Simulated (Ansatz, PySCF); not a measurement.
Spin states of Br4Mo (SMILES [Br][Mo]([Br])([Br])[Br]), each relaxed with B3LYP-D3(BJ)/def2-TZVP.
State 1 (charge 0, multiplicity 3):
```tsv
atom	x (Å)	y (Å)	z (Å)
Mo	-0.0106	0.0060	-0.0115
Br	1.8417	-0.5578	-1.4156
Br	0.7611	0.3540	2.2255
Br	-1.0434	2.0065	-0.8190
Br	-1.6025	-1.7789	-0.0367
```
State 2 (charge 0, multiplicity 1):
```xyz
5

Mo    -0.00857     0.00649    -0.01178
Br     1.78502    -0.65464    -1.43903
Br     0.71533     0.45741     2.21628
Br    -1.01699     2.04995    -0.71825
Br    -1.52857    -1.82946    -0.10454
```

```tsv
level	energy of the multiplicity-1 state less that of the multiplicity-3 state (kcal/mol)	cost
SVWN5/def2-TZVPP	18.47	×1
PBE/def2-TZVPP	21.74	×1
PBE-D3(BJ)/def2-TZVPP	21.71	×1
PBE-D4/def2-TZVPP	21.71	×1
BLYP/def2-TZVPP	20.78	×1
BLYP-D3(BJ)/def2-TZVPP	20.72	×1
BLYP-D4/def2-TZVPP	20.72	×1
r2SCAN/def2-TZVPP	27.79	×1
r2SCAN-D3(BJ)/def2-TZVPP	27.79	×1
r2SCAN-D4/def2-TZVPP	27.79	×1
B97M-V/def2-TZVPP	27.09	×2
r2SCANh/def2-TZVPP	29.03	×2
B3LYP/def2-TZVPP	23.55	×2
B3LYP-D3(BJ)/def2-TZVPP	23.49	×2
B3LYP-D4/def2-TZVPP	23.50	×2
PBE0/def2-TZVPP	25.85	×2
PBE0-D3(BJ)/def2-TZVPP	25.83	×2
PBE0-D4/def2-TZVPP	25.83	×2
BHLYP/def2-TZVPP	28.73	×2
BHLYP-D3(BJ)/def2-TZVPP	28.66	×2
BHLYP-D4/def2-TZVPP	28.68	×2
CAM-B3LYP/def2-TZVPP	25.30	×2
CAM-B3LYP-D3(BJ)/def2-TZVPP	25.28	×2
CAM-B3LYP-D4/def2-TZVPP	25.28	×2
wB97X-V/def2-TZVPP	23.95	×4
wB97M-V/def2-TZVPP	23.21	×5
B2PLYP/def2-TZVPP	22.39	×2
B2PLYP-D3(BJ)/def2-TZVPP	22.35	×2
B2PLYP-D4/def2-TZVPP	22.37	×2
```

The rows run from 18.47 (SVWN5/def2-TZVPP) to 29.03 kcal/mol (r2SCANh/def2-TZVPP). The dispersion term adds -0.02 in PBE-D3(BJ), -0.03 in PBE-D4, -0.07 in BLYP-D3(BJ). The 13 functionals in def2-TZVPP without D3 or D4 span 10.56, from SVWN5 to r2SCANh.

Singlets are restricted, other states unrestricted; no spin–orbit coupling, no relativity up to Kr; see below for the cores. The largest T1 diagnostic is 0.018.

Correlated levels freeze the inner cores; with def2 sets outer-core shells near the valence are correlated too.

Doubts at one or more of the structures used: a restricted determinant that unrestricted orbitals would lower (B2PLYP/def2-TZVPP, B2PLYP-D3(BJ)/def2-TZVPP, B2PLYP-D4/def2-TZVPP).

The values were computed with Ansatz (an electronic-structure program) with Gaussian orbitals; PySCF for the dispersion terms. Values without a source in brackets are computed. In def2 rows elements past Kr take small-core potentials, without spin–orbit coupling.

Costs are rough ratios of core time to PBE/def2-TZVPP (about 90 s over the structures, on one shared machine); a dash marks a level with no comparable run of its own.
